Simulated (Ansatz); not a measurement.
Two structures of Si₂NH₆F, singlet, reached by relaxing down either side of one saddle point (PBE0-D4/def2-TZVP). Energies are electronic, without zero-point energy. Ansatz 0.2.0; basis: def2-TZVPP and def2-QZVPP; cores frozen in the correlated methods. Extrapolation: Hartree–Fock as exp(−7.88 √X), correlation as X^−2.97. First:

```
10
angstrom
Si 0.5594 0.6703 -0.1063
F 2.0346 0.3552 -0.6716
N -0.5848 1.0194 -1.3147
H -0.9868 0.3014 -1.8941
H 0.7057 1.8960 0.7171
Si -0.1478 -1.2273 1.0675
H -0.6372 1.9253 -1.7511
H -1.3201 -0.8881 1.9182
H 0.9354 -1.7656 1.9320
H -0.5583 -2.2866 0.1032
```

Second:

| atom | x (Å) | y (Å) | z (Å) |
| --- | --- | --- | --- |
| Si1 | -0.4065 | 1.0518 | 0.3036 |
| F2 | 0.9045 | -0.9505 | -1.7663 |
| N3 | 0.0494 | 1.3552 | -1.2074 |
| H4 | 0.6248 | -0.0127 | -1.7291 |
| H5 | -1.0172 | 2.0813 | 1.1960 |
| Si6 | -0.0666 | -1.1310 | 1.0756 |
| H7 | -0.0386 | 2.2500 | -1.6672 |
| H8 | -0.5672 | -1.1484 | 2.4786 |
| H9 | 1.3821 | -1.4296 | 1.0630 |
| H10 | -0.8647 | -2.0661 | 0.2532 |

Q: Which bonds change from the first to the second?

A: Si₂NH₆F ([NH2][SiH]([F])[SiH3]) → Si₂NH₅ ([NH][SiH][SiH3]) + HF; bonds formed: F2–H4; bonds broken: Si1–F2, N3–H4.

Q: Give the saddle point's structure and its height above each. (To be estimated.)

A: By the calculation: 339.9 kJ/mol above the first and 40.8 kJ/mol above the second (CCSD(T) at an estimated basis limit (MP2 extrapolated from triple and quadruple zeta, plus CCSD(T) − MP2 in triple zeta)).
```
10
angstrom
Si -0.0422 0.8542 0.0838
F 1.4184 -0.0734 -1.4479
N -0.7888 1.0537 -1.3420
H 0.5464 0.3037 -1.7976
H 0.6251 1.9474 0.8564
Si -0.1850 -1.2042 1.1696
H -0.9162 1.9733 -1.7426
H -1.1768 -1.0803 2.2715
H 1.1401 -1.5399 1.7504
H -0.6211 -2.2345 0.1985
```

The T1 diagnostic stays at or below 0.017.

Labels in which every atom is bracketed show which atoms are joined, not bond orders.

For scale, one of the runs: CCSD(T)/def2-TZVPP, 230 basis functions (an equivalent command: `ansatz run in.yaml --threads 4`). Time: 35 s of wall clock on 4 CPU threads; the host was shared. Peak host memory: 4.2 GiB.
